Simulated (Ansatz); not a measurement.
Born–Oppenheimer molecular dynamics of CH4Cl2Si (8 atoms, charge 0, multiplicity 1). It starts from a relaxed structure.

Level of theory: Ansatz 0.2.0, RKS PBE-D4/STO-3G.

| Quantity | Value |
| --- | --- |
| ensemble | NVE (velocity Verlet) |
| time step | 1 fs |
| steps asked | 166 |
| starting velocities drawn for | 500 K |
| seed | 299147 |

First frame:

```xyz
8
Properties=species:S:1:pos:R:3
Si 0.009 -0.017 0.008
H -0.090 -0.194 1.456
C 1.769 -0.002 -0.636
H 2.266 -0.960 -0.401
H 1.792 0.144 -1.728
H 2.339 0.815 -0.161
Cl -0.931 1.810 -0.465
Cl -1.059 -1.596 -0.891
```

(1) How far do the bonds stretch over the last three quarters of this one trajectory? (Pairs bonded in most of those frames.)

## Answers

(1) 
```tsv
bond	mean (Å)	spread (Å)	shortest	longest
Si1–H2	1.463	0.004	1.45	1.47
Si1–C3	1.878	0.024	1.84	1.92
Si1–Cl7	2.114	0.015	2.08	2.14
Si1–Cl8	2.113	0.015	2.07	2.13
C3–H4	1.109	0.044	1.04	1.18
C3–H5	1.110	0.046	1.04	1.18
C3–H6	1.104	0.006	1.09	1.12
```

Mean temperature of the second half: 244 K. The conserved energy stayed within 2.3 meV per atom of its start (net change 2 meV per atom), so the integration is sound. Over the second half the temperature averaged 0.49 of the 500 K drawn at the start: a run that starts near a minimum puts about half its kinetic energy into the potential. A run of 0.17 ps of so small a system gives no equilibrium averages. Limits of this set-up: minimal basis.

The run took 4.3 min on 1 thread of Arm Neoverse V1, with other jobs on the host, peak memory 0.087 GiB.
